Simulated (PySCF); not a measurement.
A species of formula C6H10ClFO2 has this rotational fingerprint, computed with PBE0/pcSseg-1 in PySCF (dipole) on a GFN2-xTB geometry, gas phase:

| Property | Result |
| --- | --- |
| Rotational constants | A = 1447, B = 911.6, C = 773.3 MHz |
| Dipole components | \|μa\| = 1.79 D, \|μb\| = 0.78 D, \|μc\| = 1.43 D |
| Inertial defect | -250.01 u·Å² |
| κ | -0.59 |

Task: Which candidate fits, each taken in the one conformer that was computed?
A. `[CH3:1][CH2:2][C@:3]([CH2:4][F:5])([O:6][CH3:7])[C:8](=[O:9])[Cl:10]` with C1–C2–C3–C4 -64°, C2–C3–C4–F5 -39°, C2–C3–O6–C7 57°, C2–C3–C8–O9 -105°
B. `[CH3:1][O:2][C@@H:3]([CH3:4])[C@@:5]([CH3:6])([F:7])[C:8](=[O:9])[Cl:10]` with C1–O2–C3–C4 158°, O2–C3–C5–C6 -45°, C3–C5–C8–O9 103°
C. `[CH3:1][O:2][C@@:3]([CH3:4])([C:5](=[O:6])[Cl:7])[C@H:8]([CH3:9])[F:10]` with C1–O2–C3–C4 -179°, O2–C3–C5–O6 155°, O2–C3–C8–C9 53°

Result: A. It is CC[C@](CF)(OC)C(=O)Cl, an asymmetric top, point group C1. The candidates at the same level (rigid rotor, commonest isotopes):

| SMILES | A (MHz) | B (MHz) | C (MHz) | μa (D) | μb (D) | μc (D) | Δ (u·Å²) | point group | rotor |
| --- | --- | --- | --- | --- | --- | --- | --- | --- | --- |
| CO[C@@](C)(C(=O)Cl)[C@H](C)F | 1653 | 883.0 | 834.1 | 2.17 | 1.10 | 1.82 | -272.11 | C1 | asymmetric top |
| CO[C@@H](C)[C@@](C)(F)C(=O)Cl | 1657 | 815.2 | 772.8 | 2.16 | 0.29 | 0.33 | -271.06 | C1 | near-prolate asymmetric top |
| CC[C@](CF)(OC)C(=O)Cl | 1447 | 911.6 | 773.3 | 1.79 | 0.78 | 1.43 | -250.01 | C1 | asymmetric top |

`CO[C@@H](C)[C@@](C)(F)C(=O)Cl` has A 14 % too high; `CO[C@@](C)(C(=O)Cl)[C@H](C)F` has A 14 % too high. No structure here is proved a minimum.
